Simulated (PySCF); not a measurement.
Species: C₅H₆F₂O₂S.
Z-matrix (Å and degrees, PBE0-D3(BJ)/def2-SVP geometry), rows numbered from 1:
```
O 
S   1  1.4533
O   2  1.4576  1  121.11
C   2  1.7899  1  109.91  3   127.07
C   4  1.5168  2  109.81  1   162.49
F   5  1.3731  4  108.93  2   169.47
C   5  1.5178  4  111.75  2   -70.02
C   7  1.4966  5  114.16  4    50.32
C   8  1.3313  7  125.80  5   -14.89
F   9  1.3198  2  112.18  1    48.83
H   4  1.0999  2  107.65  1    39.33
H   4  1.1000  2  104.74  1   -77.50
H   5  1.1037  4  108.48  2    51.91
H   7  1.1013  5  109.26  4   173.56
H   7  1.1055  5  107.99  4   -71.67
H   8  1.0948  7  117.96  5   166.36
```

Computed with PySCF at CAM-B3LYP/def2-SVPD, non-relativistic, on one gas-phase PBE0-D3(BJ)/def2-SVP geometry that isn't relaxed in the solvent. The solvent is an IEF-PCM continuum (cavity from Bondi-type radii × 1.2). Specific hydrogen bonds and non-electrostatic terms are outside this model.

Gas phase at CAM-B3LYP/def2-SVPD: HOMO -9.72 eV, LUMO -0.07 eV, dipole 4.94 D.

**Question.** What does the continuum do to the energy, the frontier levels and the dipole at CAM-B3LYP/def2-SVPD in cyclohexane and methanol?

**Answer.** 
```tsv
solvent	ε	E(solvent) − E(gas) (kcal/mol)	polarisation term (kcal/mol)	distortion of the solute (kcal/mol)	HOMO (eV)	LUMO (eV)	dipole (D)
cyclohexane	2.017	-4.84	-5.24	0.40	-9.57	0.11	5.62
methanol	32.61	-12.02	-14.62	2.60	-9.37	0.33	6.71
```

The polarisation term is half the interaction of the solute with the surface charges that it induces; the rest is the cost of distorting the solute's density. The sum is the electrostatic part of solvation alone. From cyclohexane to methanol the lowering changes by a factor 2.48, Onsager's factor (ε − 1)/(2ε + 1) by 2.36 and ε itself by 16.2.

**Question.** Which radius a makes the point-dipole formula ΔE = −[(ε − 1)/(2ε + 1)]·μ²/a³ give the value in methanol, with the gas-phase dipole?

**Answer.** μ = 1.942 au and |ΔE| = 0.01915 Eh give a = 2.41 Å; the farthest nucleus lies 2.95 Å from the centroid of the nuclei, so such a sphere wouldn't even hold the nuclei. The formula assumes a rigid point dipole at the centre of a sphere.

**Question.** How does the static polarisability (CAM-B3LYP/def2-SVPD, frozen core, with the continuum's full static response) change?

**Answer.** 
```csv
medium,isotropic (au),principal values (au),⟨r²⟩ of the electrons (bohr²)
gas,82.6,"68.5, 81.0, 98.3",1497.2
cyclohexane,92.6,"76.8, 90.0, 111.0",1497.5
methanol,111.0,"95.2, 105.5, 132.4",1498.1
```

The isotropic value in methanol is 1.34 times the gas-phase one; no cavity-field correction is applied. ⟨r²⟩ is taken about the centre of nuclear charge.
